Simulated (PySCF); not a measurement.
A geometry optimisation on `[CH3][Ge]([CH3])([CH3])[CH3]`.

Method: PBE0-D3(BJ)/def2-SVP geometry optimisation, gas phase (PySCF 2.14.0). Start geometry: GFN2-xTB. The input is one job of a driver script: a line of settings, then coordinates in Å.

Input:
```
{"job": {"xc": "PBE0", "basis": "def2-SVP", "d3": "d3bj", "grid": 1, "maxiter": 30, "shake": 0.01, "kind": "geom"}, "charge": 0, "multiplicity": 1}
C     -0.452140    -1.024890    -1.649870
Ge    -0.007090    -0.005420    -0.003600
C     -0.041760     1.947900    -0.386990
C     -1.288380    -0.409650     1.422270
C      1.810780    -0.544380     0.593210
H     -1.466150    -0.716160    -2.006190
H     -0.456890    -2.072180    -1.473520
H      0.252060    -0.781780    -2.453690
H      0.238190     2.522320     0.529650
H     -1.008870     2.268760    -0.695290
H      0.682060     2.196960    -1.150050
H     -2.317510    -0.124910     1.126360
H     -1.356200    -1.463940     1.641910
H     -1.098830     0.129560     2.344810
H      1.846220    -1.612310     0.818650
H      2.554440    -0.306890    -0.152120
H      2.093560     0.008850     1.504630
```

Output:
```
step   0  E = -2235.84626761  max force = 0.037621
step   1  E = -2235.85042848  max force = 0.009019
step   2  E = -2235.85100553  max force = 0.002537
step   3  E = -2235.85119048  max force = 0.001350
step   4  E = -2235.85124797  max force = 0.001349
step   5  E = -2235.85129280  max force = 0.000726
step   6  E = -2235.85131714  max force = 0.000496
step   7  E = -2235.85134460  max force = 0.000898
step   8  E = -2235.85137398  max force = 0.001188
step   9  E = -2235.85139921  max force = 0.001031
step  10  E = -2235.85141139  max force = 0.000423
optimisation converged
```

Energies in Eh; «max force» is the largest Cartesian gradient component in Eh/bohr.

How much energy does the optimisation release, in kJ/mol?

E(step 0) − E(last step) = 0.005144 Eh, which is 13.5 kJ/mol.

Give the first gradient maximum in eV/Å.

With 1 Eh/bohr = 51.422 eV/Å, 1.935 eV/Å.

Main results: final energy -2235.85141 Eh after 10 steps; dipole 0.00 D.

Where do the atoms end?

0.035 Å rms from the input after alignment:
```
atom  x, y, z in Å
C1    -0.0081   -1.1976   -1.5460
Ge2   -0.0006    0.0015    0.0007
C3    -0.0593    1.8592   -0.6119
C4    -1.5654   -0.3689    1.1164
C5     1.6285   -0.2901    1.0450
H6    -0.9231   -1.0576   -2.1418
H7     0.0339   -2.2500   -1.2266
H8     0.8574   -1.0028   -2.1977
H9    -0.0689    2.5502    0.2450
H10   -0.9648    2.0454   -1.2092
H11    0.8172    2.0964   -1.2336
H12   -2.4958   -0.2271    0.5458
H13   -1.5430   -1.4069    1.4822
H14   -1.5917    0.3008    1.9892
H15    1.6871   -1.3333    1.3909
H16    2.5223   -0.0801    0.4382
H17    1.6510    0.3663    1.9280
```

Estimate the wall time. Hardware: an Arm Neoverse V2 with one thread, no GPU, shared host. And the peak memory of the process?

About 90 s, with 0.60 GiB resident at the peak, the Python interpreter and its libraries included.
Labels such as C1 count atoms from 1, the log's own numbers from 0.
